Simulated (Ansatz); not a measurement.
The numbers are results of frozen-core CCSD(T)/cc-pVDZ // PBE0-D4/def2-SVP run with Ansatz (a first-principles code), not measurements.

Ansatz 0.2 input:
```yaml
crystal:
  periodic: [false, false, false]
  atoms:
    - { symbol: B, position_ang: [2.532266, 0.057141, 0.712151] }
    - { symbol: C, position_ang: [1.166093, 0.036868, -0.02625] }
    - { symbol: C, position_ang: [0.781921, -1.194127, -0.872602] }
    - { symbol: C, position_ang: [-0.764538, -1.247147, -0.798973] }
    - { symbol: C, position_ang: [-1.108556, -0.060511, 0.101818] }
    - { symbol: C, position_ang: [-2.445719, -0.121008, 0.778366] }
    - { symbol: O, position_ang: [-3.215403, -1.042013, 0.711497] }
    - { symbol: C, position_ang: [-0.85675, 1.245847, -0.66845] }
    - { symbol: C, position_ang: [0.689824, 1.301126, -0.766339] }
    - { symbol: C, position_ang: [0.080974, -0.051189, 1.095049] }
    - { symbol: H, position_ang: [3.018099, 1.103822, 1.081764] }
    - { symbol: H, position_ang: [3.081476, -0.979062, 1.016263] }
    - { symbol: H, position_ang: [1.230742, -2.107047, -0.452581] }
    - { symbol: H, position_ang: [1.157705, -1.099018, -1.902741] }
    - { symbol: H, position_ang: [-1.252486, -1.157859, -1.780746] }
    - { symbol: H, position_ang: [-1.130081, -2.180261, -0.346202] }
    - { symbol: H, position_ang: [-2.690574, 0.787142, 1.393958] }
    - { symbol: H, position_ang: [-1.253983, 2.110273, -0.110958] }
    - { symbol: H, position_ang: [-1.357557, 1.233845, -1.647967] }
    - { symbol: H, position_ang: [1.085514, 2.208659, -0.285939] }
    - { symbol: H, position_ang: [1.044946, 1.309253, -1.80798] }
    - { symbol: H, position_ang: [0.136265, -0.974063, 1.693538] }
    - { symbol: H, position_ang: [0.069822, 0.81932, 1.770638] }
basis:
  gaussian: { orbitals: cc-pVDZ }
correlation:
  method: ccsd_t
```

Output:

```
Functional definition: HF
1870 factors; integrals over basis functions are off by at most 1.2e-3 eV
mean field evaluation 1: about -11151.4024 eV, gradient 4.7e1 eV
mean field evaluation 2: about -11151.8429 eV, gradient 4.7e1 eV
mean field evaluation 4: about -11158.0285 eV, gradient 7.3e0 eV
mean field evaluation 8: about -11158.1951 eV, gradient 5.9e-1 eV
mean field evaluation 16: about -11158.1975 eV, gradient 1.2e-6 eV
mean field -11158.19745892 eV, -410.0561933172 hartree, gradient 1.2e-6 eV, S^2 0.000000; 0 other end points of the search recorded, 0 dependent functions left out
10 core orbitals not correlated
reference -11158.19745892 eV, -410.0561933172 hartree; 27, 27 occupied and 168, 168 virtual orbitals, 1870 factors
second order -37.29577557 eV of doubles, -0.00000000 eV of singles
cycle   1  -38.39710648 eV  change    -1.1e0 eV  update   1.5e-1
cycle   2  -39.44911824 eV  change    -1.1e0 eV  update   4.2e-2
cycle   3  -39.69864820 eV  change   -2.5e-1 eV  update   2.2e-2
cycle   4  -39.69404614 eV  change    4.6e-3 eV  update   5.5e-3
cycle   5  -39.69433750 eV  change   -2.9e-4 eV  update   2.7e-3
cycle   6  -39.69539287 eV  change   -1.1e-3 eV  update   9.1e-4
cycle   7  -39.69486909 eV  change    5.2e-4 eV  update   4.3e-4
cycle   8  -39.69454834 eV  change    3.2e-4 eV  update   1.6e-4
cycle   9  -39.69451965 eV  change    2.9e-5 eV  update   7.8e-5
cycle  10  -39.69457789 eV  change   -5.8e-5 eV  update   3.6e-5
perturbative correction -1.42500810 eV, -0.0523680817 hartree
Total energy: -11199.31704490 eV, -411.5673102304 hartree
```

Cost: very roughly 14 core-minutes.
